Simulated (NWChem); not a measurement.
SbCl3; SMILES [Cl][Sb]([Cl])[Cl]

```xyz
4

Sb     0.0000     0.0000     0.5591
Cl    -1.9731     0.5921    -0.5993
Cl     1.4993     1.4127    -0.5993
Cl     0.4738    -2.0048    -0.5993
```
Atoms are numbered in this order, from 1.

Level: PBE0/def2-SVP with def2 effective core potentials on Sb (NWChem), optimised geometry, unscaled harmonic frequencies. def2 effective core potentials on Sb; no spin-orbit coupling.

Q: List the harmonic frequencies with IR intensities, and the thermochemistry.

A: 
```json
[
 {"frequency (cm⁻¹)": "116", "IR intensity (km/mol)": "1.4"},
 {"frequency (cm⁻¹)": "116", "IR intensity (km/mol)": "1.4"},
 {"frequency (cm⁻¹)": "145", "IR intensity (km/mol)": "5.4"},
 {"frequency (cm⁻¹)": "372", "IR intensity (km/mol)": "73.0"},
 {"frequency (cm⁻¹)": "372", "IR intensity (km/mol)": "73.0"},
 {"frequency (cm⁻¹)": "386", "IR intensity (km/mol)": "25.4"}
]
```

```json
{
 "zero_point_energy": "2.2 kcal/mol",
 "thermal correction to the enthalpy at 298.15 K (with zero-point energy)": "6.4 kcal/mol",
 "heat capacity Cv": "16.3 cal/(mol K)",
 "entropy at 298.15 K and 1 atm (symmetry number 3)": "81.1 cal/(mol K)"
}
```

Rigid rotor and harmonic oscillator.
